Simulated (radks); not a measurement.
The table gives one normalised radial function P(r) = r R(r) (large component) of Zr+ in [Kr] 5s1 5p2 (r in bohr). All-electron calculation, Dirac Kohn-Sham, AM05, spin-unpolarised, spherical densities, finite nucleus; open shells are shared between the two j in proportion to 2j + 1; Fermi nuclear charge, rms radius 4.2694 fm. Program: a radial shooting solver on a logarithmic mesh with Libxc functionals.

| r | P |
|---|---|
| 0.002597 | 0.0708 |
| 0.003 | 0.0799 |
| 0.003464 | 0.0898 |
| 0.004033 | 0.1014 |
| 0.004658 | 0.1133 |
| 0.005379 | 0.1260 |
| 0.006212 | 0.1393 |
| 0.007175 | 0.1532 |
| 0.008286 | 0.1672 |
| 0.009646 | 0.1815 |
| 0.01114 | 0.1942 |
| 0.01287 | 0.2050 |
| 0.01486 | 0.2129 |
| 0.01716 | 0.2167 |
| 0.01998 | 0.2147 |
| 0.02307 | 0.2052 |
| 0.02664 | 0.1867 |
| 0.03077 | 0.1575 |
| 0.03554 | 0.1164 |
| 0.04137 | 0.0595 |
| 0.04778 | -0.0065 |
| 0.05518 | -0.0819 |
| 0.06372 | -0.1624 |
| 0.07359 | -0.2408 |
| 0.08567 | -0.3110 |
| 0.09894 | -0.3537 |
| 0.1143 | -0.3610 |
| 0.132 | -0.3227 |
| 0.1524 | -0.2330 |
| 0.176 | -0.0941 |
| 0.2049 | 0.0917 |
| 0.2366 | 0.2794 |
| 0.2733 | 0.4442 |
| 0.3156 | 0.5487 |
| 0.3645 | 0.5601 |
| 0.4243 | 0.4508 |
| 0.4901 | 0.2357 |
| 0.566 | -0.0606 |
| 0.6536 | -0.3910 |
| 0.7549 | -0.6988 |
| 0.8788 | -0.9405 |
| 1.015 | -1.0523 |
| 1.172 | -1.0390 |
| 1.354 | -0.9181 |
| 1.563 | -0.7287 |
| 1.82 | -0.5074 |
| 2.102 | -0.3206 |
| 2.427 | -0.1799 |
| 2.803 | -0.0890 |
| 3.237 | -0.0383 |
| 3.739 | -0.0140 |
| 4.353 | -0.0039 |
| 5.027 | -0.0010 |
| 5.805 | -0.0002 |
| 6.705 | 0.0000 |
| 7.743 | 0.0000 |
| 9.014 | 0.0000 |
| 10.41 | 0.0000 |
| 12.02 | 0.0000 |

Which n and l does it have? It may be an empty orbital.

Answer. n = 4, l = 0: the number of nodes gives n - l - 1 = 3, the rise at small r points to l (this Dirac orbital starts outside the nucleus as r^gamma with gamma = sqrt((l + 1)^2 - (Z/c)^2) = 0.96; the j = 1/2 orbital of l + 1 starts with the same power, but with a smaller coefficient, and then steepens), and the extent must fit the shell. The curve is that of 4s1/2. 4s1/2: eigenvalue -69.898 eV, 3 radial nodes at r = 0.0472, 0.191, 0.551 bohr, <r> = 1.20 bohr, 90 % of the charge inside 1.74 bohr.
